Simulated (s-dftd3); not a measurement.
Cl$_{2}$Te, singlet, at a GFN2-xTB geometry; D3(op) for pbe0 (s-dftd3).

The s-dftd3 input:
```
$ s-dftd3 mol.xyz --op pbe0 --json dftd3.json --noedisp --grad

# file mol.xyz
3

Te    -0.01170558     0.01195986     0.61430806
Cl     1.11463884     1.32379797    -0.94476070
Cl    -1.07883353    -1.36038108    -0.93429926
```

The log (banner, timings and long lists left out):

```
-----------------------------------
 s i m p l e   D F T - D 3  v1.4.0
-----------------------------------

Optimized power damping: pbe0-D3(op)
--------------------
   s6        0.8829
   s8        0.0000
   s9        0.0000
   a1        0.1500
   a1        4.7500
  alp       14.0000
 beta        6.0000
--------------------

Dispersion energy:      -2.0370677164769E-03 Eh

Gradient norm:           1.2643593525969E-03 Eh/a0
--------------------------------------------------
     #    Z           dE/dx      dE/dy      dE/dz
--------------------------------------------------
     1   52 Te    1.963E-05 -2.005E-05 -1.030E-03
     2   17 Cl   -4.429E-05 -3.216E-05  5.152E-04
     3   17 Cl    2.466E-05  5.221E-05  5.149E-04
--------------------------------------------------

Virial:
--------------------------------------------------
      component           x          y          z
--------------------------------------------------
          x      -1.440E-04 -1.737E-04  5.831E-05
          y      -1.737E-04 -2.151E-04 -5.805E-05
          z       5.831E-05 -5.805E-05 -3.025E-03
--------------------------------------------------

[Info] JSON dump of results written to 'dftd3.json'
```
